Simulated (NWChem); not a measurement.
Molecule: CdHSF; SMILES [SH][Cd][F]

```xyz
4

Cd    -0.0109     0.3013     0.0000
F     -0.0016     2.2474     0.0000
S     -0.0484    -2.0359     0.0000
H      1.3139    -2.1143     0.0000
```
Atoms are numbered in this order, from 1.

Computed with NWChem. Medium grid unless said otherwise, to which SCAN and Minnesota functionals are sensitive. The geometry was optimised at PBE-D3(BJ)/def2-SVP. def2 effective core potentials on Cd; no spin-orbit coupling. Total energies of different functionals are on different scales.

| level | energy (Ha) | highest occupied level (eV) | orbital gap (eV) | dipole (D) |
|---|---|---|---|---|
| B3LYP/def2-SVP | -666.2703 | -7.17 | 5.14 | 1.68 |
| PBE/def2-SVP | -665.9356 | -6.19 | 3.60 | 1.56 |
| HCTH/407/def2-SVP | -666.7452 | -6.33 | 3.60 | 1.56 |
| M06-L/def2-SVP | -666.3110 | -6.37 | 4.14 | 1.50 |
| LDA (Slater exchange, VWN5)/def2-SVP | -663.9085 | -6.35 | 3.49 | 1.77 |
| TPSS/def2-SVP | -666.1597 | -6.30 | 3.87 | 1.46 |
| TPSSh/def2-SVP | -666.1467 | -6.79 | 4.69 | 1.49 |
| BHandHLYP/def2-SVP | -666.0657 | -8.50 | 7.55 | 1.72 |
| M06/def2-SVP | -666.1998 | [?] | [?] | [?] |

**Question.** Fill in the missing entries.

**Answer.** 
- M06/def2-SVP, highest occupied level (eV): -7.36
- M06/def2-SVP, orbital gap (eV): 5.50
- M06/def2-SVP, dipole (D): 1.82
